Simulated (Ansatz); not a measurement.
`[BH2][GeH2][PH2]` and `[BH2][GeH2][OH]` differ in one atom or group.

Ansatz, PBE0-D4/def2-TZVP geometries, multiplicity 1. Each molecule was computed in one conformer, which needn't be the lowest.

Scalar relativity is left out up to krypton.

| property | `[BH2][GeH2][PH2]` |
| --- | --- |
| zero-point energy (PBE0-D4/def2-TZVP) / kJ/mol | 139.4 |
| HOMO energy (PBE0/def2-TZVPP) / eV | -7.48 |
| HOMO energy (ωB97M-V/def2-TZVPP) / eV | -9.51 |
| HOMO–LUMO gap (B3LYP/def2-TZVPP) / eV | 4.53 |
| LUMO energy (B3LYP/def2-TZVPP) / eV | -2.73 |
| size of the dipole moment (ωB97M-V/def2-TZVPP) / D | 0.75 |

Question: Give the same properties after the change, and the shifts. (An estimate is asked.)

Answer: Ansatz gave: 
```json
{"property": "zero-point energy (PBE0-D4/def2-TZVP) / kJ/mol", "`[BH2][GeH2][OH]`": "128.5", "shift": "-10.9"}
{"property": "HOMO energy (PBE0/def2-TZVPP) / eV", "`[BH2][GeH2][OH]`": "-8.24", "shift": "-0.76"}
{"property": "HOMO energy (ωB97M-V/def2-TZVPP) / eV", "`[BH2][GeH2][OH]`": "-10.54", "shift": "-1.03"}
{"property": "HOMO–LUMO gap (B3LYP/def2-TZVPP) / eV", "`[BH2][GeH2][OH]`": "5.27", "shift": "0.74"}
{"property": "LUMO energy (B3LYP/def2-TZVPP) / eV", "`[BH2][GeH2][OH]`": "-2.72", "shift": "0.01"}
{"property": "size of the dipole moment (ωB97M-V/def2-TZVPP) / D", "`[BH2][GeH2][OH]`": "1.11", "shift": "0.36"}
```

The zero-point energy changes by -10.9 kJ/mol with -3 modes. Dipoles are sizes alone; their direction can turn.

B3LYP here is the variant with VWN-RPA as its local correlation; programs differ in this.
